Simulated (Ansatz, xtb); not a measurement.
# A geometry optimisation of AlGeH6N with r2SCAN-D4/def2-SVP

The starting geometry of this gas-phase triplet was built from a drawn formula by distance geometry and a force field; its bonds are those of `[NH3+][AlH2-][GeH]`.

```xyz
9

Al   -1.6410    0.4471    0.5899
Ge   -3.0142   -1.5209    0.9471
N    -1.3492    0.6702   -1.3369
H    -0.7534    1.4940   -1.4989
H    -2.2189    0.7568   -1.7951
H    -0.8059   -0.1721   -1.6529
H    -2.4250    1.7462    1.1292
H    -0.2343    0.3031    1.3082
H    -3.3615   -2.1946   -0.4463
```

**Question.** Where would you expect an optimisation with r2SCAN-D4/def2-SVP to take it?

**Answer.** It keeps its bonds, and is `[NH3+][AlH2-][GeH]`.

The energy falls by 0.47 eV over 13 steps:

| step | E − E(last) (eV) |
| --- | --- |
| 1 | 0.466 |
| 2 | 0.132 |
| 4 | 0.098 |
| 5 | 0.095 |
| 6 | 0.092 |
| 8 | 0.030 |
| 9 | 0.027 |
| 10 | 0.004 |
| 12 | 0.000 |
| 13 | 0.000 |

Final geometry (Å):

```xyz
9

Al   -1.6727    0.3826    0.6422
Ge   -2.6670   -1.8732    0.4107
N    -1.1602    0.7753   -1.3212
H    -0.6693    1.6678   -1.4316
H    -1.9866    0.8030   -1.9247
H    -0.5484    0.0442   -1.6944
H    -2.7065    1.5746    0.9147
H    -0.2147    0.3942    1.2960
H    -4.1779   -2.2385    0.3527
```

From the same start GFN2-xTB ends elsewhere, differing in Al1–H9 (1.79 against 3.64 Å here), Ge2–H9 (1.98 against 1.56 Å here).

No frequencies were run, so the end isn't proven a minimum. Open shells are spin-unrestricted. The triplet needn't be the ground state. Run with Ansatz 0.2.0, 5.4 min on 1 thread of AMD EPYC (Zen 3) (shared host).
